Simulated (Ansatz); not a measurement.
Basis-set extrapolation for CH₇AlOSi₂ (`O=C[SiH2][SiH2][AlH2]`) (PBE0-D4/def2-TZVP geometry, frozen core, the Gaussian-basis code of Ansatz). Multiplicity 1, RHF reference.

```tsv
	def2-TZVPP	def2-QZVPP
HF	-936.620347	-936.650346
MP2 correlation	-0.711068	-0.763792
CCSD(T) correlation	-0.806069	not run
```

Energies in hartree. Use E(X) = E(∞) + A·exp(−7.88·√X) for Hartree–Fock and E(X) = E(∞) + B·X^(−2.97) for correlation, with X = 3 and 4, and add CCSD(T) minus MP2 of the smaller set to the MP2 limit.

Problem. What is the CCSD(T) energy at the basis-set limit?

Solution. HF limit: -936.650346 + (-0.029999) × 0.13774 = -936.65448. MP2 limit: -0.763792 + (-0.052724) × 0.74074 = -0.80285. Higher-order term: -0.806069 − (-0.711068) = -0.09500. Total: -937.55233 hartree, 79.0 kcal/mol below CCSD(T)/def2-TZVPP.
